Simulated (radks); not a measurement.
Species: Hf. Configuration: [Xe] 4f14 5d2 6s2.

Method: scalar-relativistic Kohn-Sham, LB94 model potential, spin-polarised, spherical densities, finite nucleus; open shells are filled with parallel spins first (spin-orbit coupling, left out, can overturn this in heavy ions); Fermi nuclear charge, rms radius 5.347 fm; computed with a radial shooting solver on a logarithmic mesh with Libxc functionals.

Energy parts (eV):
kinetic: 450608.24
electron-nucleus: -1013823.40
Hartree: 161350.70
(The LB94 potential has no energy functional, so no total or exchange-correlation energy is given.)

Orbitals (lengths in bohr, moments of r in powers of bohr):
orbital  occ.  eigenvalue (eV)   <1/r>      <r^2>       <r^4>
1s down     1        -65497.14   83.87  0.0004937   6.583e-07
1s up       1        -65497.14   83.87  0.0004937   6.583e-07
2s up       1        -11220.77   19.59   0.007615  0.00009993
2s down     1        -11220.75   19.59   0.007615  0.00009992
2p up       3        -9860.932   17.89   0.006257  0.00007746
2p down     3        -9860.921   17.89   0.006257  0.00007746
3s up       1        -2566.556   7.239    0.04960    0.003699
3s down     1        -2566.536   7.239    0.04960    0.003699
3p up       3        -2159.765   6.721    0.05018    0.003942
3p down     3        -2159.742   6.721    0.05018    0.003942
3d up       5        -1676.628   6.364    0.04164    0.003054
3d down     5        -1676.586   6.364    0.04164    0.003054
4s up       1        -518.5161   3.059     0.2482     0.08957
4s down     1        -518.4250   3.058     0.2483     0.08962
4p up       3        -385.7072   2.784     0.2826      0.1193
4p down     3        -385.6316   2.784     0.2827      0.1194
4d up       5        -213.6057   2.472     0.3328      0.1797
4d down     5        -213.5621   2.472     0.3330      0.1801
5s down     1         -72.9105   1.185      1.432       3.049
5s up       1         -72.6483   1.184      1.435       3.068
5p down     3         -41.0104  0.9859      2.009       6.280
5p up       3         -40.8128  0.9830      2.026       6.430
4f down     7         -23.8305   1.932     0.5758      0.8716
4f up       7         -23.7906   1.933     0.5754      0.8783
6s up       1          -8.8100  0.3874      12.25       237.2
6s down     1          -8.0458  0.3859      12.59       257.0
5d up       2          -7.1085  0.5801      6.351       85.02
5d down     0          -6.7869  0.5970      6.006       77.57

The highest occupied level is 5d up at -7.109 eV. The electron density at the nucleus is 1.283e+06 e/bohr^3 (large components only). The spin density at the nucleus is -0.2880 e/bohr^3 (1s 0.0515, 2s -0.4761, 3s 0.5167, 4s 0.4324, 5s -0.4229, 6s -0.3895). The density falls to 0.001 e/bohr^3 at r = 4.83 bohr. Summed over all electrons, <r^2> = 66.96 bohr^2, which gives a Langevin (diamagnetic) susceptibility term of -53 x 10^-6 cm^3/mol. Spin moment in Bohr magnetons: 2.
